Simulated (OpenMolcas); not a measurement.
**Eu4+: effect of the active space**

| Property | Result |
| --- | --- |
| Program | OpenMolcas |
| Method | SS-CASPT2 or its RAS form, IPEA 0.25 Eh, imaginary shift 0.1 Eh |
| Basis | ANO-RCC-VDZP |
| Scalar Hamiltonian | DKH2, point nucleus |
| Spin-orbit coupling | state interaction with AMFI integrals over the reference wave functions, term energies averaged over their components |

A. 5 electrons in 7 orbitals (4f); 2S+1 = 6 odd, 21 roots; 2S+1 = 4 odd, 224 roots (208 in the spin-orbit step); 2S+1 = 2 odd, 490 roots (385 in the spin-orbit step); closed shells correlated: 5s 5p; CASPT2 step roughly 3 core-minutes
B. 5 electrons in 12 orbitals (RAS2 4f; RAS3 5d, at most 1 electron); 2S+1 = 6 odd, 21 roots; 2S+1 = 4 odd, 128 roots kept (CI in the orbitals of an earlier block); 2S+1 = 2 odd, 130 roots kept (CI in the orbitals of an earlier block); 2S+1 = 6 even, 175 roots (17 in the spin-orbit step); 2S+1 = 4 even, 65 roots kept (CI in the orbitals of an earlier block, 0 in the spin-orbit step); 2S+1 = 2 even, 17 roots kept (CI in the orbitals of an earlier block, 0 in the spin-orbit step); closed shells correlated: 5s 5p; CASPT2 step of the order of 2.2 core-minutes

Energies in cm⁻¹ above 4f⁵ ⁶H°_5/2.

```csv
Level,A,B
4f⁵ ⁶H°_5/2,0.0,0.0
4f⁵ ⁶H°_7/2,1388,1381
4f⁵ ⁶H°_9/2,3010,3000
4f⁵ ⁶H°_11/2,4790,4760
4f⁵ ⁶H°_13/2,6670,6630
4f⁵ ⁶F°_1/2,8290,8280
4f⁵ ⁶F°_3/2,8590,8600
4f⁵ ⁶H°_15/2,8600,8550
4f⁵ ⁶F°_5/2,9230,9260
4f⁵ ⁶F°_7/2,10380,10410
4f⁵ ⁶F°_9/2,11960,11980
4f⁵ ⁶F°_11/2,13830,13840
4f⁵ ⁴F°_3/2(1),23110,23840
4f⁵ ⁴G°_7/2(1) [58 %],25050,25790
4f⁵ ⁴I°_9/2(1),25910,26740
4f⁵ ⁴M°_15/2 [73 %],26070,26900
4f⁵ ⁴I°_11/2(1) [74 %],26640,27560
4f⁵ ⁴I°_13/2(1) [56 %],27390,28310
4f⁵ ⁴F°_5/2(1) [51 %],27810,28640
4f⁵ ⁴M°_17/2,28450,29150
4f⁵ ⁴G°_9/2(1) [72 %],28540,29320
4f⁵ ⁴I°_15/2(1) [55 %],29060,29850
4f⁵ ⁴M°_19/2,30500,31160
4f⁵ ⁴F°_7/2(1) [57 %],31260,32140
```

The spin-orbit steps hold different terms of 4f⁵ (B lacks among others a ²D°, a ²F°, a ²G°, a ²H°, ²I°), which shifts levels as well.

Between A and B the level of the table that moves most is 4f⁵ ⁴I°_11/2(1) [74 %], by 930 cm-1 (lowest in A, highest in B). Moves below CASPT2's spread within the term are not significant.

CASPT2 does not keep the components of a term degenerate, so their means are used; among the terms shown or strongly mixed into the levels shown the widest spread is 63 cm-1 (4f⁵ ⁴K°(1), A). High states are left out of the spin-orbit mixing, which shifts the levels that they would mix with. The basis is small and was not contracted for so high a charge. Each CASPT2 term energy is a mean over a sample of three components (holds for B). Terms from blocks run as CI alone lack orbitals of their own (holds for B). Levels of configurations outside the active space are missing. Levels that lie high or do not pair safely by name in every column are left out.

A share in square brackets marks a mixed level and gives the weight of the term that names it, the lowest over the columns. A number in round brackets counts repeated terms of one configuration in the order of the reference energies. ° marks odd parity.
